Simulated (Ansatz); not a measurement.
`CC(=S)[NH][AlH2]` → Al• + 2 C• + 6 H• + N• + S•  (atomization)

Program: Ansatz. Geometries: PBE0-D4/def2-TZVP. ΔE: electronic, gas phase. CBS: MP2 limit from def2 TZ/QZ plus the TZ coupled-cluster correction, frozen cores. This one scheme is used for every species, atoms too. No spin–orbit coupling; open shells (•) take unrestricted orbitals. Spin–orbit coupling would lower the free atoms: a little for Al, C, S.

| species | CCSD(T)/CBS(def2) energy (Eh) |
| --- | --- |
| `CC(=S)[NH][AlH2]` | -774.22700 |
| Al• | -241.93820 |
| C• | -37.79194 |
| H• | -0.50000 |
| N• | -54.53257 |
| S• | -397.67955 |

Problem. Work out ΔE.

Solution. ΔE = 6 × (-0.50000) + 2 × (-37.79194) + (-241.93820) + (-54.53257) + (-397.67955) − (-774.22700) = 1.49280 Eh = +40.62 eV.

Largest T1 diagnostic among the species: 0.018.

From PBE to PBE0 (25 % exact exchange), in def2-TZVPP and without D4, ΔE moves by −0.78 eV: exact exchange takes away binding that semilocal exchange gives to molecules. The D4 term adds +0.43 eV with B3LYP and +0.23 eV with PBE0; it sums over pairs of atoms, weighted by their polarisabilities, and B3LYP, whose exchange is more repulsive, gets the larger term. In def2-TZVPP, CCSD(T) changes the Hartree–Fock value by +10.59 eV (the triples alone add +0.73 eV) and MP2 by +11.23 eV; breaking electron pairs costs correlation energy, which Hartree–Fock lacks.

B3LYP here is the variant with VWN-RPA as its local correlation; programs differ in this.

For atomizations the MP2-based limit and the directly extrapolated one differ by several kJ/mol either way, and by 10 to 25 for some Ge, Se and Sn compounds, so smaller differences from it don't rank the levels.
